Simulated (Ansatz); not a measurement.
Basis-set extrapolation for CH₅BN₂Si (PBE0-D4/def2-TZVP geometry, frozen core, the Gaussian-basis code of Ansatz). Multiplicity 1, RHF reference.

|  | def2-TZVPP | def2-QZVPP |
| --- | --- | --- |
| HF | -463.338436 | -463.355312 |
| MP2 correlation | -0.775046 | -0.828152 |
| CCSD(T) correlation | -0.848190 | not run |

Energies in hartree. Use E(X) = E(∞) + A·exp(−7.88·√X) for Hartree–Fock and E(X) = E(∞) + B·X^(−2.97) for correlation, with X = 3 and 4, and add CCSD(T) minus MP2 of the smaller set to the MP2 limit.

Q: What is the CCSD(T) energy at the basis-set limit?

A: HF limit: -463.355312 + (-0.016876) × 0.13774 = -463.35764. MP2 limit: -0.828152 + (-0.053106) × 0.74074 = -0.86749. Higher-order term: -0.848190 − (-0.775046) = -0.07314. Total: -464.29827 hartree, 70.1 kcal/mol below CCSD(T)/def2-TZVPP.
